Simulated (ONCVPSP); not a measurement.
# Before and after: ONCV potential for vanadium (V)

- Element: V (Z = 23)
- Generator: ONCVPSP 4.0.1
- Type: optimised norm-conserving Vanderbilt (ONCV)
- Functional: PBE
- Relativity: fully relativistic
- Frozen core: [Ne]
- Valence charge: 13
- Reference configuration: 3s2 3p6 3d3 4s2
- Partial waves: 3s+4s: rc 1.35 bohr, ncon 3, nbas 7, qcut 7.4 1/bohr, 3 projectors, debl 0.6 Ha; 3p: rc 1.60 bohr, ncon 4, nbas 9, qcut 10.7 1/bohr, 1 projector; 3d: rc 1.60 bohr, ncon 3, nbas 7, qcut 10.7 1/bohr, 2 projectors, debl 3 Ha
- Local potential: polynomial inside 0.90 bohr (lpopt 2, dvloc0 4 Ha)
- Core correction: Teter function fitted to the true core (icmod 2), fcfact 0.3

Open shells are filled in proportion to 2j + 1.

Change: local potential polynomial inside 0.90 bohr (lpopt 2, dvloc0 8 Ha).

Cutoffs: the cutoffs (Ha) at which the residual kinetic energy of the hardest occupied pseudo-wave falls to 1 and 0.1 mHa per electron; they do not see the model core or the augmentation charge, which bear on the density cutoff. Errors are all-electron minus pseudo energies relative to the spin-unpolarised reference configuration.

Task: How do hardness, ghosts and transferability respond?

Result: The potential gets neither clearly harder nor softer (39 Ha and 45 Ha → 39 Ha and 45 Ha); the bound ghost in s disappears; the errors of the 4 common tests hardly move. In the separable form a ghost depends on how the local part lies against the semilocal potential of the channel, so the choice of the local part can create or remove one.

| quantity | base | changed |
| --- | --- | --- |
| cutoff, loose | 39 Ha | 39 Ha |
| cutoff, tight | 45 Ha | 45 Ha |
| bound ghosts | s | none |
| GHOST(+) flags under 300 eV | none | none |
| error for 3s2 3p6 3d3 4s1, meV [ΔE 7.74 eV] | +0.4 | +0.4 |
| error for 3s2 3p6 3d3 4s0, meV [ΔE 22.03 eV] | +1.1 | +1.1 |
| error for 3s2 3p6 3d2 4s0, meV [ΔE 50.93 eV] | +26 | +25 |
| error for 3s1 3p6 3d3 4s2, meV [ΔE 77.43 eV] | -154 | -156 |
| s: phases at 1.37 bohr within 0.05 rad from the reference energy up to (Ha; the scan ends near 5) | to the end of the scan | to the end of the scan |
| p3/2: phases at 1.63 bohr within 0.05 rad from the reference energy up to (Ha; the scan ends near 5) | 1.2 | 1.4 |
| p1/2: phases at 1.63 bohr within 0.05 rad from the reference energy up to (Ha; the scan ends near 5) | 1.2 | 1.4 |
| d5/2: phases at 1.63 bohr within 0.05 rad from the reference energy up to (Ha; the scan ends near 5) | to the end of the scan | to the end of the scan |
| d3/2: phases at 1.63 bohr within 0.05 rad from the reference energy up to (Ha; the scan ends near 5) | to the end of the scan | to the end of the scan |
| rms error of d²Exc/dni dnj with the model core, mHa | 5.93 | 5.93 |

 A true bound ghost makes a file unfit for plane-wave use even where its test errors are small: the radial tests pick states by their node count and pass the ghost by.
